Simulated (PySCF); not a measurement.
# Field gradients at the hydrogen positions

Species: C₄H₁₅BN₂O₂Si.
Atom-mapped SMILES: `[CH3:1][N:2]([CH3:3])[SiH2:4][N:5]([CH3:6])[CH2:7][B:8]([OH:9])[OH:10]` (hydrogens: H11, H12, H13 on C1; H14, H15, H16 on C3; H17, H18 on Si4; H19, H20, H21 on C6; H22, H23 on C7; H24 on O9; H25 on O10)

Structure used (PBE0-D3(BJ)/def2-SVP), in Å, numbered top down from 1:
```
atom  x, y, z in Å
C1     1.9754   -0.4226    1.1857
N2     1.4440    0.6160    0.3233
C3     2.1194    1.8875    0.4710
Si4    0.7621    0.1033   -1.2253
N5    -0.7636   -0.6740   -1.0409
C6    -0.8905   -2.0886   -0.7968
C7    -1.9414    0.1044   -0.6666
B8    -2.1136    0.3492    0.9114
O9    -3.3405    0.3432    1.5115
O10   -1.0467    0.6207    1.6894
H11    1.8983   -0.1280    2.2468
H12    1.3995   -1.3534    1.0667
H13    3.0383   -0.6508    0.9731
H14    1.6633    2.6426   -0.1859
H15    2.0332    2.2519    1.5098
H16    3.1991    1.8327    0.2276
H17    1.6649   -0.8779   -1.9029
H18    0.5883    1.3716   -1.9907
H19    0.0211   -2.6193   -1.1116
H20   -1.7355   -2.5154   -1.3694
H21   -1.0664   -2.3273    0.2721
H22   -1.8722    1.1021   -1.1424
H23   -2.8377   -0.3618   -1.1227
H24   -4.0445    0.1208    0.8979
H25   -0.2017    0.6764    1.1908
```

Level: PBE0/pcSseg-1 (PySCF, non-relativistic); Q(2H) = 0.00286 b; rigid geometry, the same for H and D, with no vibrational averaging.

Question: Rank these positions by the coupling χzz of a deuteron there, largest first.
A. H18 (Si–H hydrogen)
B. H21 (methyl hydrogen)
C. H25 (hydroxyl hydrogen)
D. H24 (hydroxyl hydrogen)
E. H14 (methyl hydrogen)
F. H22 (methylene hydrogen)

Answer: D (323 kHz), C (235 kHz), E (193 kHz), F (187 kHz), B (182 kHz), A (94 kHz).

Question: Tabulate Vzz, the asymmetry η and χzz = 234.96 MHz × Q × Vzz for every hydrogen position.

Answer: 
```csv
atom,bonded to,bond length (Å),Vzz (au),η,χzz (kHz)
H11,C1,1.104,0.2799,0.06,188
H12,C1,1.101,0.2860,0.09,192
H13,C1,1.108,0.2764,0.06,186
H14,C3,1.100,0.2877,0.07,193
H15,C3,1.104,0.2798,0.06,188
H16,C3,1.108,0.2751,0.06,185
H17,Si4,1.496,0.1379,0.04,93
H18,Si4,1.492,0.1401,0.01,94
H19,C6,1.101,0.2863,0.07,192
H20,C6,1.106,0.2784,0.06,187
H21,C6,1.109,0.2709,0.06,182
H22,C7,1.107,0.2790,0.09,187
H23,C7,1.108,0.2784,0.09,187
H24,O9,0.960,0.4806,0.06,323
H25,O10,0.983,0.3490,0.08,235
```

Question: Average by the element that carries the hydrogen.

Answer: on C: 188 kHz over 11 positions, mean bond length 1.105 Å; on Si: 93 kHz over 2 positions, mean bond length 1.494 Å; on O: 279 kHz over 2 positions, mean bond length 0.971 Å.

Question: How does χzz go with the bond length over the 11 C–H bonds?

Answer: A straight-line fit has a slope of -9.4 kHz for each 0.01 Å, with a correlation coefficient of -0.94, over lengths from 1.100 to 1.109 Å. The longer bonds have the smaller couplings here.

Question: Give the 2H NMR doublet splittings at H19 for a magnetic field along the z, y and x axes of the gradient: 3χ/2, 3χ(1 + η)/4, 3χ(1 − η)/4.

Answer: With |χ| = 192.4 kHz and η = 0.073: 289, 155 and 134 kHz, to first order and without motion.

Isolated species at its PBE0-D3(BJ)/def2-SVP geometry (one conformer only). These gradients aren't converged with respect to the basis.
